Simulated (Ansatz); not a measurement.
Input for Ansatz (an electronic-structure program): U-CCSD(T)/cc-pVDZ on GeH2O (SMILES [OH][GeH]), a point of a bond scan (R = 1.948 Å). The run froze 15 orbitals, filled d shells among them.

Ansatz 0.2 input:
```yaml
crystal:
  periodic: [false, false, false]
  atoms:
    - {symbol: Ge, position_ang: [-0.23528061, -0.20095819, 0.24734314]}
    - {symbol: H, position_ang: [-1.64597230, 0.00212562, -1.07995278]}
    - {symbol: O, position_ang: [1.02522544, 0.68082931, -0.68889534]}
    - {symbol: H, position_ang: [0.73803318, 1.01574925, -1.54508087]}
basis:
  gaussian:
    orbitals: cc-pVDZ
correlation: {method: ccsd_t, electrons: outside_noble_gas}
scf: {omitted_lower_state_checks: [cluster_reference]}
magnetization: {spin_polarized: true, initial_magnetization: 0}
```

Program output:

```
WARN ansatz: RAYON_NUM_THREADS=1 ignored (pool sized by the plan → 1); use --threads N
Functional definition: HF
these checks for a lower state are left out or cut short: cluster_reference
integrals: 0.03 GiB planned
545 factors; integrals over basis functions are off by at most 1.4e-3 eV
mean field: 0.14 GiB planned
mean field evaluation 1: about -58538.5212 eV, gradient 2.4e1 eV
mean field evaluation 2: about -58538.5239 eV, gradient 2.4e1 eV
mean field evaluation 4: about -58540.7986 eV, gradient 1.3e0 eV
mean field evaluation 8: about -58540.8188 eV, gradient 1.4e-3 eV
mean field evaluation 16: about -58539.8433 eV, gradient 4.5e0 eV
mean field -58540.81877410 eV, -2151.3354095560 hartree, gradient 1.3e-6 eV, S^2 0.000000; 4 other end points of the search recorded, 0 dependent functions left out
15 core orbitals not correlated
reference -58540.81877410 eV, -2151.3354095560 hartree; 6, 6 occupied and 30, 30 virtual orbitals, 545 factors
second order -7.48040609 eV of doubles, -0.00000000 eV of singles
coupled cluster: 0.09 GiB planned
cycle   1  -7.70526142 eV  change   -2.2e-1 eV  update   9.8e-2
cycle   2  -7.98333511 eV  change   -2.8e-1 eV  update   3.6e-2
cycle   3  -8.09963421 eV  change   -1.2e-1 eV  update   2.3e-2
cycle   4  -8.09644159 eV  change    3.2e-3 eV  update   6.5e-3
cycle   5  -8.09561299 eV  change    8.3e-4 eV  update   3.0e-3
cycle   6  -8.09609478 eV  change   -4.8e-4 eV  update   1.0e-3
cycle   7  -8.09574066 eV  change    3.5e-4 eV  update   3.6e-4
cycle   8  -8.09576586 eV  change   -2.5e-5 eV  update   1.1e-4
cycle   9  -8.09579889 eV  change   -3.3e-5 eV  update   3.7e-5
cycle  10  -8.09578609 eV  change    1.3e-5 eV  update   1.3e-5
perturbative correction -0.21521453 eV, -0.0079089883 hartree
Total energy: -58549.12977473 eV, -2151.6408331956 hartree
Checks for a lower state left out: cluster_reference
```

The calculation finished and met its thresholds.

Cost: very roughly 1.8 core-seconds.
